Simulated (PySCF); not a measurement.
Run record: excited-state job, `N#C[SiH2]P([SiH3])[SiH3]`.

Computed with TDDFT PBE0/def2-SVPD, vertical, gas phase, core orbitals frozen in the response (PySCF 2.14.0, density-fitted response routines). Geometry: GFN2-xTB. A driver script takes a list of jobs; this job's settings line and coordinates (Å) are shown.

Command:
```bash
OMP_NUM_THREADS=1 python probes_run.py task.json out
```

Input:
```
{"job": {"kind": "uv", "xc": "PBE0", "basis": "def2-SVPD", "nstates": 6, "ntriplets": 2}, "charge": 0, "multiplicity": 1}
N     -2.503943    -1.140499    -1.394508
C     -1.749860    -1.394976    -0.569709
Si    -0.459529    -1.692409     0.749683
P      0.971320     0.008244     0.830144
Si    -0.388893     1.763709     1.053903
Si     1.634640     0.173462    -1.294566
H     -1.181666    -1.790734     2.017520
H      0.247122    -2.914062     0.366742
H      0.474196     2.941691     1.044821
H     -1.377443     1.838980    -0.021608
H     -1.051888     1.597391     2.345687
H      2.532782     1.323959    -1.344338
H      0.510478     0.354796    -2.212736
H      2.342005    -1.070026    -1.593201
```

What does the run print?

```
coarse grid: 13608 points
cycle   1  E = -1306.2617045945  dE =  2.022e-01  |g| = 3.490e-01  |ddm| = 4.378e+00
cycle   2  E = -1306.1642796969  dE =  9.742e-02  |g| = 7.377e-01  |ddm| = 1.318e+00
cycle   3  E = -1306.2943817372  dE = -1.301e-01  |g| = 8.563e-02  |ddm| = 7.935e-01
cycle   4  E = -1306.2961040934  dE = -1.722e-03  |g| = 2.440e-02  |ddm| = 1.478e-01
cycle   5  E = -1306.2962657317  dE = -1.616e-04  |g| = 5.450e-03  |ddm| = 5.556e-02
cycle   6  E = -1306.2962773429  dE = -1.161e-05  |g| = 1.414e-03  |ddm| = 1.557e-02
cycle   7  E = -1306.2962780687  dE = -7.258e-07  |g| = 2.409e-04  |ddm| = 3.358e-03
final grid: 112880 points
cycle   8  E = -1306.4499449792  dE = -1.283e-05  |g| = 3.344e-03  |ddm| = 5.143e-02
cycle   9  E = -1306.4499420985  dE =  2.881e-06  |g| = 4.596e-03  |ddm| = 1.518e-02
cycle  10  E = -1306.4499481297  dE = -6.031e-06  |g| = 1.383e-03  |ddm| = 8.441e-03
cycle  11  E = -1306.4499485531  dE = -4.234e-07  |g| = 1.640e-04  |ddm| = 1.320e-03
cycle  12  E = -1306.4499485635  dE = -1.038e-08  |g| = 4.138e-05  |ddm| = 5.248e-04
cycle  13  E = -1306.4499485641  dE = -5.903e-10  |g| = 1.038e-05  |ddm| = 1.014e-04
converged SCF energy = -1306.4499485641

Static polarisability (au): isotropic 123.988, principal 116.112 126.498 129.353

Singlet excitations
state   eV       nm        f      main configurations
  1   5.4920    225.8   0.05332   H->L 0.90
  2   5.5519    223.3   0.00471   H->L+1 0.94
  3   5.8084    213.5   0.01319   H->L+2 0.60, H->L+3 0.31
  4   6.0451    205.1   0.04284   H->L+3 0.65, H->L+2 0.29
  5   6.1397    201.9   0.04449   H->L+4 0.90
  6   6.6281    187.1   0.00006   H->L+5 0.96

Triplet excitations (Tamm-Dancoff, eV): 4.9339 5.2541
```

The SCF starts on a coarse grid where the log names one; the energy can jump when the final grid takes over, and dE then counts from the start density on the new grid. H and L stand for HOMO and LUMO; the number after each pair is its weight.

How does the lowest singlet excitation compare with the HOMO–LUMO gap?

HOMO -7.49 eV and LUMO -0.89 eV give a gap of 6.60 eV; S1 at 5.49 eV lies 1.11 eV below it.

Main results: HOMO -7.49 eV, LUMO -0.89 eV; lowest singlet 5.49 eV; lowest triplet 4.93 eV (Tamm–Dancoff); mean polarisability 124.0 au.

On one thread, AMD EPYC 9R14 (x86_64), no GPU (shared host), this took 17 s of wall time and 0.85 GiB of memory at its peak.

One conformer stands for the species.
Labels such as C1 count atoms from 1, the log's own numbers from 0.
